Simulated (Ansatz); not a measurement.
`B[SiH]([GeH3])C=O` → B• + C• + Ge• + 7 H• + O• + Si•  (atomization)

Gas-phase electronic energies from Ansatz, PBE0-D4/def2-TZVP geometries. CCSD(T)/CBS is the MP2 limit (def2-TZVPP, def2-QZVPP) plus CCSD(T) − MP2 in def2-TZVPP, frozen cores. This one scheme is used for every species, atoms too. DFT in def2-TZVPP. B3LYP here is the variant with VWN-RPA as its local correlation; programs differ in this. No spin–orbit coupling; open shells (•) take unrestricted orbitals. Spin–orbit coupling would lower the free atoms: a little for B, C, O, Si; clearly for Ge. Bonds to Ge are less sure, by a few kJ/mol each and by 10 to 20 or more in all where they break to atoms, as the def2 sets lack core-valence functions. Scalar relativity is left out up to krypton. One conformer a species, not always the lowest.

```csv
level,ΔE (kJ/mol),difference from CCSD(T)/CBS
PBE-D4,3971.5,62.6
r2SCAN-D4,3941.1,32.2
PBE0-D4,3904.5,-4.4
B3LYP-D4,3914.8,5.9
ωB97X-V,3937.3,28.4
ωB97M-V,3908.1,-0.8
PBE,3945.1,36.2
PBE0,3881.7,-27.2
B3LYP,3872.0,-36.9
HF/def2-TZVPP,2849.3,-1059.6
MP2/def2-TZVPP,3845.4,-63.5
SCS-MP2/def2-TZVPP,3847.0,-61.9
CCSD(T)/def2-TZVPP,3819.1,-89.8
MP2/def2-QZVPP,3898.1,-10.8
HF/CBS(def2),2853.4,-1055.5
CCSD/CBS(def2),3850.0,-58.9
CCSD(T)/CBS,3908.9,0
```

Largest T1 diagnostic among the species: 0.015.

The D4 term adds +42.8 kJ/mol with B3LYP and +22.8 kJ/mol with PBE0; it sums over pairs of atoms, weighted by their polarisabilities, and B3LYP, whose exchange is more repulsive, gets the larger term. From PBE to PBE0 (25 % exact exchange), in def2-TZVPP and without D4, ΔE moves by −63.3 kJ/mol: exact exchange takes away binding that semilocal exchange gives to molecules. In def2-TZVPP, CCSD(T) changes the Hartree–Fock value by +969.8 kJ/mol (the triples alone add +58.9 kJ/mol) and MP2 by +996.1 kJ/mol; breaking electron pairs costs correlation energy, which Hartree–Fock lacks.

For atomizations the MP2-based limit and the directly extrapolated one differ by several kJ/mol either way, and by 10 to 25 for some Ge, Se and Sn compounds, so smaller differences from it don't rank the levels.
